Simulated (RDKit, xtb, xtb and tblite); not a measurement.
Internal rotation in C4H14Si2, SMILES C[SiH2][SiH2]C(C)C. Scanned: dihedral Si2–Si3–C4–C5; all other coordinates were relaxed at GFN2-xTB. Heavy atoms are numbered in the order of the SMILES C[SiH2][SiH2]C(C)C, hydrogens after them in the order of the atoms that carry them; the mirror image has the same energies with the sign of each dihedral reversed.

Levels: UFF // GFN2-xTB (RDKit); GFN2-xTB (xtb and tblite); GFN1-xTB // GFN2-xTB (xtb).

Energies in kcal/mol, each method relative to its own lowest point.

```json
[
 {"φ / °": "-150", "UFF": "1.68", "GFN2-xTB": "1.09", "GFN1-xTB": "0.57"},
 {"φ / °": "-120", "UFF": "2.72", "GFN2-xTB": "1.70", "GFN1-xTB": "1.32"},
 {"φ / °": "-90", "UFF": "1.19", "GFN2-xTB": "0.66", "GFN1-xTB": "0.38"},
 {"φ / °": "-60", "UFF": "0.00", "GFN2-xTB": "0.00", "GFN1-xTB": "0.00"},
 {"φ / °": "-30", "UFF": "1.41", "GFN2-xTB": "0.82", "GFN1-xTB": "0.54"},
 {"φ / °": "0", "UFF": "2.72", "GFN2-xTB": "1.71", "GFN1-xTB": "1.31"},
 {"φ / °": "30", "UFF": "1.46", "GFN2-xTB": "0.96", "GFN1-xTB": "0.42"},
 {"φ / °": "60", "UFF": "0.17", "GFN2-xTB": "0.45", "GFN1-xTB": "0.26"},
 {"φ / °": "90", "UFF": "1.17", "GFN2-xTB": "1.26", "GFN1-xTB": "1.36"},
 {"φ / °": "120", "UFF": "2.16", "GFN2-xTB": "1.91", "GFN1-xTB": "2.04"},
 {"φ / °": "150", "UFF": "0.95", "GFN2-xTB": "1.13", "GFN1-xTB": "1.18"},
 {"φ / °": "180", "UFF": "0.20", "GFN2-xTB": "0.45", "GFN1-xTB": "0.20"}
]
```
